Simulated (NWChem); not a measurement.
SiHCl$_{2}$, doublet; SMILES Cl[SiH]Cl

Computed with NWChem. Spin-unrestricted. In the optimisation the excess spin sits in a' (Cs, its own frame). Coordinates come from a PBE0/def2-SVP, spin-unrestricted optimisation. No stability test was run on the SCF state.

Task: What does the run give for UHF/cc-pVDZ? Quantities: highest occupied level (eV); lowest empty minus highest occupied level, either spin (eV); dipole (D).

Result: 
```
Item                                                         Result
-----------------------------------------------------------  ------
highest occupied level (eV)                                   -9.88
lowest empty minus highest occupied level, either spin (eV)   10.50
dipole (D)                                                     1.66
```
